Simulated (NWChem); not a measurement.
System: CH$_{2}$N anion

NWChem printed, in part:

```
             Northwest Computational Chemistry Package (NWChem) 7.3.0
             --------------------------------------------------------

 C2V symmetry detected

                             Geometry "geometry" -> ""
                             -------------------------

 Output coordinates in angstroms (scale by  1.889725989 to convert to a.u.)

  No.       Tag          Charge          X              Y              Z
 ---- ---------------- ---------- -------------- -------------- --------------
    1 C                    6.0000     0.00000000     0.00000000     0.48608007
    2 N                    7.0000     0.00000000     0.00000000    -0.75278893
    3 H                    1.0000     0.00000000    -0.93531900     1.17652107
    4 H                    1.0000     0.00000000     0.93531900     1.17652107

 Effective nuclear repulsion energy (a.u.)      27.1405457077

      Symmetry information
      --------------------

 Group name             C2v
 Group number             16
 Group order               4
 No. of unique centers     3

                                Z-matrix (autoz)
                                --------

 Units are Angstrom for bonds and degrees for angles

      Type          Name      I     J     K     L     M      Value
      ----------- --------  ----- ----- ----- ----- ----- ----------
    1 Stretch                  1     2                       1.23887
    2 Stretch                  1     3                       1.16255
    3 Stretch                  1     4                       1.16255
    4 Bend                     2     1     3               126.43429
    5 Bend                     2     1     4               126.43429
    6 Bend                     3     1     4               107.13142
    7 Torsion                  2     1     3     4         180.00000
    8 Torsion                  2     1     4     3         180.00000
    9 Torsion                  3     1     2     4         180.00000
   10 Torsion                  2     4     1     3         180.00000
   11 Torsion                  3     2     1     4         180.00000
   12 Torsion                  2     3     1     4         180.00000

                           NWChem Geometry Optimization
                           ----------------------------

[...]

      ----------------------
      Optimization converged
      ----------------------

  Step       Energy      Delta E   Gmax     Grms     Xrms     Xmax
  ---- ---------------- -------- -------- -------- -------- --------
@    4     -93.08392477 -3.0D-08  0.00001  0.00000  0.00018  0.00041
                                     ok       ok       ok       ok

                                Z-matrix (autoz)
                                --------

 Units are Angstrom for bonds and degrees for angles

      Type          Name      I     J     K     L     M      Value     Gradient
      ----------- --------  ----- ----- ----- ----- ----- ---------- ----------
    1 Stretch                  1     2                       1.23150    0.00001
    2 Stretch                  1     3                       1.20018    0.00001
    3 Stretch                  1     4                       1.20018    0.00001
    4 Bend                     2     1     3               127.86809   -0.00000
    5 Bend                     2     1     4               127.86809   -0.00000
    6 Bend                     3     1     4               104.26381    0.00000
    7 Torsion                  2     1     3     4         180.00000    0.00000
    8 Torsion                  2     1     4     3         180.00000    0.00000
    9 Torsion                  3     1     2     4         180.00000    0.00000
   10 Torsion                  2     4     1     3         180.00000    0.00000
   11 Torsion                  3     2     1     4         180.00000    0.00000
   12 Torsion                  2     3     1     4         180.00000    0.00000

                         Geometry "geometry" -> "geometry"
                         ---------------------------------

[...]

 Rotational Constants
 --------------------
 A=   9.316867 cm-1  ( 13.404594 K)
 B=   1.251823 cm-1  (  1.801054 K)
 C=   1.103549 cm-1  (  1.587726 K)

 Temperature                      =   298.15K
 frequency scaling parameter      =   1.0000

 Zero-Point correction to Energy  =   13.405 kcal/mol  (  0.021362 au)
 Thermal correction to Energy     =   15.230 kcal/mol  (  0.024270 au)
 Thermal correction to Enthalpy   =   15.822 kcal/mol  (  0.025214 au)

 Total Entropy                    =   52.196 cal/mol-K
   - Translational                =   35.909 cal/mol-K (mol. weight =  28.0187)
   - Rotational                   =   16.094 cal/mol-K (symmetry #  =        2)
   - Vibrational                  =    0.193 cal/mol-K

 Cv (constant volume heat capacity) =    6.804 cal/mol-K
   - Translational                  =    2.979 cal/mol-K
   - Rotational                     =    2.979 cal/mol-K
   - Vibrational                    =    0.845 cal/mol-K

[normal modes left out]

 ----------------------------------------------------------------------------
 Normal Eigenvalue ||           Projected Infra Red Intensities
  Mode   [cm**-1]  || [atomic units] [(debye/angs)**2] [(KM/mol)] [arbitrary]
 ------ ---------- || -------------- ----------------- ---------- -----------
    1       -0.000 ||    0.022177           0.512        21.619       0.823
    2       -0.000 ||    0.003316           0.076         3.232       0.123
    3        0.000 ||    0.021581           0.498        21.038       0.800
    4        0.000 ||    0.013825           0.319        13.477       0.513
    5        0.000 ||    0.011043           0.255        10.766       0.410
    6        0.000 ||    0.035599           0.821        34.704       1.320
    7      962.565 ||    0.004181           0.096         4.075       0.155
    8     1099.208 ||    0.001311           0.030         1.278       0.049
    9     1440.855 ||    0.005360           0.124         5.225       0.199
   10     1812.184 ||    2.502782          57.741      2439.835      92.836
   11     1818.969 ||    0.201728           4.654       196.654       7.483
   12     2247.497 ||    0.412186           9.509       401.819      15.289
 ----------------------------------------------------------------------------
```

Level: LDA (Slater exchange, VWN5)/def2-SVP. Sets without diffuse functions describe the anion's extra electron poorly. The highest occupied level is positive, so the extra electron may be held by the finite basis.

**Question.** Which NWChem input produces such a log?

**Answer.** Several could match; the one computed here: the input that was run:
```
start job
memory heap 200 mb stack 900 mb global 1100 mb
charge -1
geometry units angstroms
  C      0.000000     0.000000     0.493797
  N      0.000000     0.000000    -0.745072
  H      0.000000    -0.935319     1.184238
  H      0.000000     0.935319     1.184238
end
basis spherical
  * library def2-svp
end
dft
  xc slater vwn_5
  iterations 150
end
driver
  maxiter 120
end
task dft optimize
task dft freq
```
